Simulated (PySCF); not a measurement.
# Spin states of GaS⁺

Unrestricted PBE0; basis Ga pcseg-1, S pcseg-1; no relativity; PySCF 2.14. Outer shells of the fragments: Ga+ 3d10 4s2; S 3s2 3p4.

Followed along the bond (rough minima from three points):

| 2Ms+1 | unpaired | ⟨S²⟩ at the start | R at minimum (Å) | Te (eV) |
| --- | --- | --- | --- | --- |
| 3 | π ↑↑ | 2.01 | 2.95 | 0.00 |
| 3 | σ ↑, π ↑ | 2.01 | 2.31 | 0.12 |
| 1 | σ ↓, π ↑ | 1.01 | 2.26 | 0.33 |
| 1 | π ↑↓ | 1.01 | 2.95 | 0.44 |
| 1 | none | 0.00 | none in the scan | ≤ 1.05 |

Solutions found at the starting distance of 2.290 Å, counted from the lowest of them; the search is not exhaustive and high or unbound solutions are not listed, so other states can lie among these:

| 2Ms+1 | unpaired | term | E (eV) | ⟨S²⟩ | ⟨Lz²⟩ | μ (D) |
| --- | --- | --- | --- | --- | --- | --- |
| 3 | σ ↑, π ↑ | ³Π | 0.00 | 2.01 | 1.01 | -1.69 |
| 1 | σ ↓, π ↑ | mixed | 0.20 | 1.01 | 1.01 | -1.82 |
| 3 | π ↑↑ | ³Σ⁻ | 0.67 | 2.01 | 0.00 | 1.75 |
| 1 | π ↑↓ | mixed | 1.12 | 1.01 | 2.02 | 1.75 |
| 1 | none | ¹Σ⁺ | 1.21 | 0.00 | 0.00 | -3.91 |
| 1 | none | mixed | 2.52 | 0.00 | 2.00 | 1.81 |
| 3 | σ ↑↑ | ³Σ⁺ | 3.85 | 2.02 | 0.00 | -3.47 |
| 3 | π ↑↑ | mixed | 4.47 | 2.04 | 2.01 | -0.87 |
| 3 | σ ↑, π ↑↑↓ | mixed | 4.59 | 3.01 | 3.02 | 2.40 |
| 3 | π ↑↑ | mixed | 4.67 | 2.04 | 2.01 | -0.88 |
| 3 | σ ↓, π ↑↑↑ | mixed | 4.89 | 3.01 | 1.00 | 2.73 |
| 1 | σ ↑, π ↑↓↓ | mixed | 5.22 | 2.02 | 3.02 | 2.81 |

A term symbol is given only where ⟨S²⟩ and ⟨Lz²⟩ are close to those of a pure state; real π, δ and φ orbitals otherwise mix terms. A positive dipole points towards S; it is taken about the centre of mass and depends on that origin.

Q: Compare the gap between the two lowest followed solutions at the starting distance with the gap between their minima.

A: At PBE0 the second solution (triplet, unpaired electrons σ ↑, π ↑) lies -0.67 eV from the first (triplet, unpaired electrons π ↑↑) at 2.290 Å and +0.12 eV at the minima; the two curves relax by different amounts, since their minima lie near 2.31 and 2.95 Å.

Spin–orbit coupling is left out. Counting both spins, an empty level lies below a filled one in some of these solutions, because spin and occupation are held.
